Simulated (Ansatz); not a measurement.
H5O2PSi (`O[SiH2]PO`), relaxed with RKS PBE-D4/def2-SVP in Ansatz from a rough embedded geometry. The force threshold is 0.03 eV/Å; the program also tests the step.

The species carries charge 0 and has multiplicity 1.

Start:

```xyz
9

O    -0.636    1.367    0.727
Si   -0.897   -0.224    0.845
P     0.634   -0.968   -0.595
O     0.835    0.252   -1.488
H    -0.161    1.654   -0.055
H    -2.276   -0.582    0.391
H    -0.617   -0.729    2.227
H     1.742   -0.862    0.283
H     1.377    0.092   -2.336
```

Q: How much energy does the relaxation release, and in how many steps? (Best estimate.)

A: Computed: 92.44 kJ/mol, in 14 steps, 3 of them rejected.

Q: Which bonds change most? (Best estimate.)

A: Ansatz gave: P3–O4 from 1.525 to 1.735 Å; Si2–P3 from 2.229 to 2.320 Å; O1–Si2 from 1.616 to 1.677 Å; O4–H9 from 1.019 to 0.976 Å.

Q: Give the relaxed structure. (An estimate is asked.)

A: Computed: 
```xyz
9

O    -0.640    1.426    0.588
Si   -0.874   -0.219    0.805
P     0.739   -1.129   -0.593
O     1.025    0.414   -1.332
H    -0.020    1.533   -0.176
H    -2.241   -0.666    0.356
H    -0.685   -0.636    2.238
H     1.774   -1.021    0.409
H     0.922    0.299   -2.295
```
